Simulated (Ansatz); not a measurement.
Chain-length series, aromatic ring ions (end groups after the name). Gas-phase values, no solvent. Strings in code marks are SMILES.

Quantity: vertical ionisation energy (energy after one electron is removed minus that of the parent at the parent's geometry), in eV.

Case: `c1c[cH+]1`. Geometry of `c1c[cH+]1` (charge +1, multiplicity 1, Å):

```xyz
6

C     -0.5093    -0.6005    -0.0013
C     -0.2654     0.7413     0.0004
C      0.7747    -0.1408     0.0009
H     -1.2167    -1.4349    -0.0031
H     -0.6342     1.7712     0.0010
H      1.8509    -0.3363     0.0021
```

Give the vertical ionisation energy (energy after one electron is removed minus that of the parent at the parent's geometry) at the level frozen-core CCSD(T)/cc-pVTZ // PBE0-D3(BJ)/def2-SVP (Ansatz, a quantum-chemistry and plane-wave program).

20.66 eV.
